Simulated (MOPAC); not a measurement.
Input file for MOPAC: PM7 on BrH3PbSi (SMILES [SiH3][Pb][Br]), a point of a torsion scan.

```
PM7 1SCF PRECISE CHARGE=0 THREADS=1
BrH3PbSi

Si    -0.77423353 1     0.00866053 1    -0.03333005 1
Pb     1.51216261 1     1.45333235 1    -0.02009792 1
Br     2.79699770 1    -0.07350598 1    -1.67748696 1
H     -1.12126280 1    -0.48952518 1     1.30303227 1
H     -1.93533159 1     0.81987016 1    -0.41871928 1
H     -0.81902645 1    -1.16079514 1    -0.90209113 1
```

The log:

```
*******************************************************************************
 **                                                                           **
 **                              MOPAC v23.2.5                                **
 **                                                                           **
 *******************************************************************************
 ** MOPAC's Digital Object Identifier: https://doi.org/10.5281/zenodo.6511958 **
 **                                                                           **
 ** Please cite the open-source release paper for use of this MOPAC version:  **
 ** J. E. Moussa and J. J. P. Stewart (2026)                                  **
 ** MOPAC: An open-source semiempirical molecular orbital program             **
 ** J. Open Source Softw., 11(119), 8025, https://doi.org/10.21105/joss.08025 **
 *******************************************************************************

                              PM7 CALCULATION RESULTS

 *******************************************************************************
 *  PM7        - The PM7 Hamiltonian to be used
 *
 *
 *
 *                 CHARGE ON SYSTEM = 0
 *
 *
 *
 *  PRECISE    - TIGHTER CRITERIA TO BE USED
 *  1SCF       - DO 1 SCF AND THEN STOP
 *  THREADS=1  - MULTI-THREADING NOT USED
 *  T=         - A TIME OF 172800.0 SECONDS REQUESTED
 *  DUMP=N     - RESTART FILE WRITTEN EVERY 7200.0 SECONDS REQUESTED
 *******************************************************************************
PM7 1SCF PRECISE CHARGE=0 THREADS=1
 BrH3PbSi

   ATOM   CHEMICAL          X               Y               Z
  NUMBER   SYMBOL      (ANGSTROMS)     (ANGSTROMS)     (ANGSTROMS)

     1      Si         -0.77423353  *   0.00866053  *  -0.03333005  *
     2      Pb          1.51216261  *   1.45333235  *  -0.02009792  *
     3      Br          2.79699770  *  -0.07350598  *  -1.67748696  *
     4       H         -1.12126280  *  -0.48952518  *   1.30303227  *
     5       H         -1.93533159  *   0.81987016  *  -0.41871928  *
     6       H         -0.81902645  *  -1.16079514  *  -0.90209113  *



          CARTESIAN COORDINATES

    NO.       ATOM           X           Y           Z

     1        Si         -0.7742      0.0087     -0.0333
     2        Pb          1.5122      1.4533     -0.0201
     3        Br          2.7970     -0.0735     -1.6775
     4         H         -1.1213     -0.4895      1.3030
     5         H         -1.9353      0.8199     -0.4187
     6         H         -0.8190     -1.1608     -0.9021

 General Reference for PM7:
 "Optimization of Parameters for Semiempirical Methods VI: More Modifications to the
 NDDO Approximations and Re-optimization of Parameters", J. J. P. Stewart, J. Mol. Mod., 1:32, 19 (2013)
 https://link.springer.com/article/10.1007/s00894-012-1667-x

           Empirical Formula: H3 Si Pb Br  =     6 atoms



      MOLECULAR POINT GROUP   :   Cs


      RHF CALCULATION, NO. OF DOUBLY OCCUPIED LEVELS = 9


 -------------------------------------------------------------------------------
 PM7 1SCF PRECISE CHARGE=0 THREADS=1
 BrH3PbSi



     1SCF WAS SPECIFIED, SO BFGS WAS NOT USED
     SCF FIELD WAS ACHIEVED


                              PM7 CALCULATION
                                                       MOPAC v23.2.5 Linux




          FINAL HEAT OF FORMATION =         37.58503 KCAL/MOL =     157.25576 KJ/MOL


          COSMO AREA              =        142.55 SQUARE ANGSTROMS
          COSMO VOLUME            =        139.05 CUBIC ANGSTROMS

          IONIZATION POTENTIAL    =          8.731826 EV
          HOMO LUMO ENERGIES (EV) =         -8.732 -1.511
          NO. OF FILLED LEVELS    =          9
          MOLECULAR WEIGHT        =        318.2132         POINT GROUP:  Cs

          MOLECULAR DIMENSIONS (Angstroms)

            Atom       Atom       Distance
            H     5   Br     3     4.97771
           Pb     2    H     6     3.27464
            H     4   Br     3     2.22269


          SCF CALCULATIONS        =          1





   ATOM   CHEMICAL          X               Y               Z
  NUMBER   SYMBOL      (ANGSTROMS)     (ANGSTROMS)     (ANGSTROMS)

     1      Si         -0.77423353  *   0.00866053  *  -0.03333005  *
     2      Pb          1.51216261  *   1.45333235  *  -0.02009792  *
     3      Br          2.79699770  *  -0.07350598  *  -1.67748696  *
     4       H         -1.12126280  *  -0.48952518  *   1.30303227  *
     5       H         -1.93533159  *   0.81987016  *  -0.41871928  *
     6       H         -0.81902645  *  -1.16079514  *  -0.90209113  *

                             CARTESIAN COORDINATES

   1   Si       -0.774233530     0.008660530    -0.033330050
   2   Pb        1.512162610     1.453332350    -0.020097920
   3   Br        2.796997700    -0.073505980    -1.677486960
   4    H       -1.121262800    -0.489525180     1.303032270
   5    H       -1.935331590     0.819870160    -0.418719280
   6    H       -0.819026450    -1.160795140    -0.902091130


           Empirical Formula: H3 Si Pb Br  =     6 atoms



      MOLECULAR POINT GROUP   :   Cs


                  EIGENVALUES
 -24.50153 -20.42271 -17.40270 -12.81129 -12.80544 -10.60816 -10.16361 -10.04356
  -8.73183  -1.51066  -0.67075  -0.60967   1.96665   2.10303   7.46457  20.19249
  20.26261  21.11520  21.14996  21.34834 266.41203 266.46723 266.49305 267.15721
 267.16189


              NET ATOMIC CHARGES AND DIPOLE CONTRIBUTIONS

  ATOM NO.   TYPE          CHARGE      No. of ELECS.   s-Pop       p-Pop       d-Pop
    1         Si          -0.088634        4.0886     0.92197     3.02412     0.14255
    2         Pb           0.429315        3.5707     1.81896     1.75173
    3         Br          -0.417863        7.4179     1.98481     5.43073     0.00232
    4          H           0.020972        0.9790     0.97903
    5          H           0.020596        0.9794     0.97940
    6          H           0.035614        0.9644     0.96439
 DIPOLE           X         Y         Z       TOTAL
 POINT-CHG.    -2.610     2.974     3.275     5.137
 HYBRID         0.005    -0.554    -0.397     0.682
 SUM           -2.605     2.420     2.878     4.575


          ATOMIC ORBITAL ELECTRON POPULATIONS

     Atom    s        px        py        pz      x^2-y^2     xz        z^2       yz        xy
    1 Si   0.92197   0.95887   1.02322   1.04204   0.01825   0.00656   0.03538   0.02188   0.06048
    2 Pb   1.81896   0.78430   0.69959   0.26784
    3 Br   1.98481   1.86254   1.80511   1.76308   0.00018   0.00067   0.00007   0.00088   0.00052
    4  H   0.97903
    5  H   0.97940
    6  H   0.96439

 **********************
 *                    *
 * JOB ENDED NORMALLY *
 *                    *
 **********************




 == MOPAC DONE ==
```

The run finished.

Cost: roughly 0.03 core-seconds.
